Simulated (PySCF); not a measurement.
Method used: PBE0-D3(BJ)/def2-SVP geometry optimisation, gas phase (PySCF 2.14.0). Rigid rotors, one computed conformer each.

Species:
1. `[OH:1][c:2]1[cH:3][cH:4][cH:5][cH:6][c:7]1[Br:8]` with H–O1–C2–C3 180°
2. `[SiH3:1][CH2:2][GaH-:3]1[Cl+:4][GaH2-:5][Cl+:6]1` with Si1–C2–Ga3–Cl4 -160°
3. `[NH2:1][CH2:2][c:3]1[cH:4][cH:5][c:6]([CH:7]=[O:8])[cH:9][cH:10]1` with H–N1–C2–C3 -171° and 71°, N1–C2–C3–C4 24°, C5–C6–C7–O8 180°
4. `[CH3:1][C:2](=[O:3])[NH:4][CH:5]=[C:6]1[CH:7]=[CH:8][CH:9]=[CH:10]1` with C1–C2–N4–C5 180°, C2–N4–C5–C6 180°

Rotational constants (MHz) and dipole components (D):

| set | A | B | C | μa | μb | μc |
| --- | --- | --- | --- | --- | --- | --- |
| P | 2917 | 991.0 | 739.7 | 0.25 | 0.67 | 0.01 |
| Q | 4503 | 678.7 | 596.9 | 4.48 | 0.22 | 0.47 |
| R | 4416 | 606.8 | 535.3 | 1.51 | 3.07 | 0.01 |
| S | 1545 | 512.9 | 443.9 | 0.01 | 0.55 | 0.60 |

Which set belongs to which species?

P = 1, Q = 3, R = 4, S = 2.

- 1 (set P): mass 172.0 u, 8 heavy atoms, longest extent 5.8 Å, Cs, asymmetric top, Ia, Ib, Ic = 173.2, 510.0, 683.2 u·Å².
- 2 (set S): mass 255.8 u, 6 heavy atoms, longest extent 8.2 Å, C1, asymmetric top, Ia, Ib, Ic = 327.1, 985.3, 1138.6 u·Å².
- 3 (set Q): mass 135.1 u, 10 heavy atoms, longest extent 8.4 Å, C1, near-prolate asymmetric top, Ia, Ib, Ic = 112.2, 744.7, 846.7 u·Å².
- 4 (set R): mass 135.1 u, 10 heavy atoms, longest extent 9.1 Å, Cs, near-prolate asymmetric top, Ia, Ib, Ic = 114.5, 832.9, 944.2 u·Å².

Each constant is 505379 MHz·u·Å² over a principal moment. Point groups hold within 0.08 Å; constants that symmetry makes equal can differ a little in the computed geometry, and forbidden dipole components can keep a residue. No structure here is proved a minimum.
